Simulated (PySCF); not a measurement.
## Property card for `COc1csc[n+]1C`

C5H8NOS (charge +1).
Atom-mapped SMILES: `[CH3:1][O:2][c:3]1[cH:4][s:5][cH:6][n+:7]1[CH3:8]` (hydrogens: H9, H10, H11 on C1; H12 on C4; H13 on C6; H14, H15, H16 on C8)

Among its groups: aromatic ring with sulfur and ether.

From GFN2-xTB geometry:

- Point group of the GFN2-xTB geometry: Cs
- Rotational constants A, B, C of the GFN2-xTB geometry: 2.756, 1.542, 1.001 GHz

From PBE0/pcSseg-1 ground state and GIAO shieldings, non-relativistic (PySCF):

- HOMO energy: -11.77 eV
- LUMO energy: -6.37 eV
- HOMO–LUMO gap: 5.40 eV
- Lowest Hirshfeld atomic charge: -0.08 e on C4
- Highest Hirshfeld atomic charge: +0.29 e on S5
- 13C chemical shifts (computed TMS as zero) by class: 164.0 (C3), 160.3 (C6), 104.0 (C4), 61.9 (C1), 38.8 (C8) ppm
- 1H chemical shifts (computed TMS as zero) by class: 8.72 (H13), 6.72 (H12), 4.58 (H9/H10/H11), 4.24 (H14/H15/H16) ppm
- Isotropic shieldings of nuclei other than C and H, by class: 40 (N7), 213 (O2), 242 (S5) ppm
- Mayer bond orders between heavy atoms: C1–O2 0.84, O2–C3 1.13, C3–C4 1.47, C4–S5 1.18, S5–C6 1.32, C6–N7 1.34, N7–C8 0.87, N7–C3 1.01

Monoisotopic mass of the ion (most abundant isotopes, electron mass counted): 130.0321 u.

With B = h/(8π²I), that is 505.379 GHz u Å² over I, the principal moments of inertia are 183.4, 327.7 and 504.7 u Å² (most abundant isotopes); the inertial defect Ic − Ia − Ib is -6.4 u Å² (zero for a rigid planar frame, negative otherwise). The rotational constants make it an asymmetric top with κ = (2B − A − C)/(A − C) = -0.38, nearer the prolate limit (−1).

The structure is a single GFN2-xTB conformer in the gas phase; no vibrational or solvent corrections. NMR classes are plain means over equivalent atoms (diastereotopic ones count apart unless rotation or inversion swaps them), as if these changed places fast; in this geometry the members of some classes differ.

The values belong to the conformer `[CH3:1][O:2][c:3]1[cH:4][s:5][cH:6][n+:7]1[CH3:8]`: C1–O2–C3–C4 0°.
